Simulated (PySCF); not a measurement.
# Radial density of Fe⁺ (iron, charge +1)

UHF, [Ar] 3d6 4s1, high-spin 6D determinant. Calculation: PySCF 2.14, in def2-TZVP (6s4p4d1f, 45 functions); the non-relativistic Hamiltonian (point nucleus).

| r (bohr) | 4πr²ρ (e/bohr) | 4πr²(ρα − ρβ) |
| --- | --- | --- |
| 0.000826 | 0.09761 | 0.0000 |
| 0.00139 | 0.2690 | 0.0001 |
| 0.00234 | 0.7227 | 0.0003 |
| 0.00393 | 1.884 | 0.0008 |
| 0.00661 | 4.636 | 0.0019 |
| 0.0111 | 10.39 | 0.0042 |
| 0.0187 | 19.87 | 0.0076 |
| 0.0315 | 29.38 | 0.0097 |
| 0.0529 | 29.75 | 0.0065 |
| 0.0890 | 24.18 | 0.0169 |
| 0.150 | 32.02 | 0.1415 |
| 0.252 | 29.28 | 0.6932 |
| 0.424 | 12.99 | 2.4057 |
| 0.712 | 16.81 | 3.8249 |
| 1.20 | 7.693 | 2.3180 |
| 2.02 | 1.408 | 0.8786 |
| 3.39 | 0.3392 | 0.3094 |
| 5.70 | 0.01731 | 0.0171 |
| 9.59 | 8.935e-05 | 0.0001 |
